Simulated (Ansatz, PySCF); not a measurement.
This Ansatz (an electronic-structure program) input computes a r2SCAN/def2-TZVPD energy:

Ansatz 0.2 input:
```yaml
crystal:
  periodic: [false, false, false]
  atoms:
    - {symbol: C, position_ang: [-1.34796582, 0.03981920, -0.06100352]}
    - {symbol: F, position_ang: [-1.91407761, -0.32410772, 1.07668877]}
    - {symbol: F, position_ang: [-1.82888146, -0.69571646, -1.04841252]}
    - {symbol: I, position_ang: [0.78819673, 0.16866986, 0.00210443]}
basis:
  gaussian:
    orbitals: def2-TZVPD
hamiltonian:
  xc: {name: r2SCAN}
magnetization: {spin_polarized: true, initial_magnetization: 1}
output: {forces: true}
```

Write an input for the same energy in PySCF and say what it gives.


```python
from pyscf import gto, scf, dft

mol = gto.M(
    atom='''
    C    -1.34796582    0.03981920   -0.06100352
    F    -1.91407761   -0.32410772    1.07668877
    F    -1.82888146   -0.69571646   -1.04841252
    I     0.78819673    0.16866986    0.00210443
    ''',
    basis='def2-tzvpd',
    ecp='def2-tzvp',
    charge=0,
    spin=1,
    verbose=4,
)

mf = dft.UKS(mol, xc='r2scan').density_fit(auxbasis='def2-universal-jkfit')
mf.grids.level = 4
mf.conv_tol = 1e-9
mf.max_cycle = 100
mf.max_memory = 1500
mf.kernel()
if not mf.converged:
    mf = mf.newton()
    mf.kernel(mf.make_rdm1())
for _ in range(2):
    mo, _, stable, _ = mf.stability(return_status=True)
    if stable:
        break
    mf.kernel(mf.make_rdm1(mo, mf.mo_occ))
mf.analyze()
```
It gives -535.55318 Eh, and Ansatz -535.55314 Eh, a difference of 0.04 mEh, from the treatment of integrals and grids.

It need not be the lowest isomer of its formula.
